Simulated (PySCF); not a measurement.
# SMILES c1(CC(=C)Cl)cnc[nH]1, C$_{6}$H$_{7}$ClN$_{2}$

Geometry (Å), atoms numbered from 1 in this order:
```xyz
16

C     2.573    0.017   -0.591
C     1.506   -0.713   -0.325
Cl    0.897   -1.826   -1.517
C     0.701   -0.666    0.941
C    -0.570    0.089    0.729
C    -1.028    1.274    1.237
N    -2.257    1.558    0.734
C    -2.548    0.575   -0.069
N    -1.561   -0.351   -0.108
H     2.955    0.708    0.138
H     3.094   -0.043   -1.530
H     0.476   -1.685    1.269
H     1.280   -0.166    1.717
H    -0.552    1.933    1.934
H    -3.457    0.491   -0.630
H    -1.516   -1.185   -0.672
```

Computed, not measured: GIAO B97-2/pcSseg-1 magnetisability, rotational g tensor and spin-rotation constants, non-relativistic, gas phase in PySCF 2.14.0. Geometry: GFN2-xTB.

(1) Give the nuclear spin-rotation constants along the inertial axes (H = +C I·J) beside the isotropic shieldings.

Results:

(1) Rotational constants 2.8734, 0.9107, 0.7607 GHz. A star marks the isotopologue with that one atom substituted, in its own axes.
| atom | isotope | Caa (kHz) | Cbb (kHz) | Ccc (kHz) | mean (kHz) | σ (ppm) |
| --- | --- | --- | --- | --- | --- | --- |
| Cl3 | 35Cl | 0.935 | 0.124 | 0.257 | 0.439 | 696.6 |
| N7 | 14N | 0.491 | 0.225 | 0.041 | 0.252 | -30.8 |
| N9 | 14N | 0.323 | 0.126 | 0.051 | 0.167 | 84.3 |
| H10 | 1H | -0.274 | 0.067 | -0.084 | -0.097 | 26.3 |
| H11 | 1H | -0.016 | -0.085 | -0.025 | -0.042 | 26.4 |
| H12 | 1H | -0.291 | -0.078 | 0.014 | -0.118 | 28.4 |
| H13 | 1H | -0.307 | 0.039 | -0.077 | -0.115 | 28.2 |
| H14 | 1H | -0.274 | 0.095 | -0.080 | -0.086 | 24.8 |
| H15 | 1H | -0.180 | 0.046 | -0.066 | -0.066 | 24.5 |
| H16 | 1H | -0.057 | 0.020 | -0.076 | -0.038 | 22.8 |
| C1 | 13C* | 0.806 | 0.330 | 0.177 | 0.438 | 69.1 |
| C2 | 13C* | 0.921 | 0.403 | 0.206 | 0.510 | 34.8 |
| C4 | 13C* | 0.507 | 0.166 | 0.126 | 0.267 | 146.5 |
| C5 | 13C* | 0.985 | 0.356 | 0.149 | 0.496 | 58.7 |
| C6 | 13C* | 0.866 | 0.390 | 0.152 | 0.470 | 57.9 |
| C8 | 13C* | 1.050 | 0.327 | 0.173 | 0.516 | 52.2 |

For the geometry as given, no vibrational averaging.
